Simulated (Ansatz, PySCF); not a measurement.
Gas-phase reaction in SMILES: OC=[OH+] → O=C[OH2+]
Structures are relaxed separately at B3LYP-D3(BJ)/def2-TZVP in Ansatz (a first-principles code), one conformer each, not searched for the lowest.

Wanted: isomerisation energy (electronic energy difference), in kcal/mol. Correlated levels leave the core frozen unless marked. Spin-orbit coupling is left out. No relativistic terms. Basis-set limits of correlation are two-point, X^-3; Hartree-Fock from the larger set. The bracket is a focal-point correction in the basis named.

```json
[
 {"level": "revPBE-D4/def2-TZVPD", "program": "Ansatz + dftd4", "isomerisation energy (kcal/mol)": "16.6"},
 {"level": "BP86-D3(BJ)/def2-TZVPD", "program": "PySCF + dftd3", "isomerisation energy (kcal/mol)": "17.0"}
]
```

**Question.** Predict the RI-MP2/CBS(cc-pVTZ,cc-pVQZ)+[CCSD(T)-MP2]/cc-pVTZ result (Ansatz).

**Answer.** 17.4 kcal/mol, so BP86-D3(BJ)/def2-TZVPD differs from it by -0.4 kcal/mol.
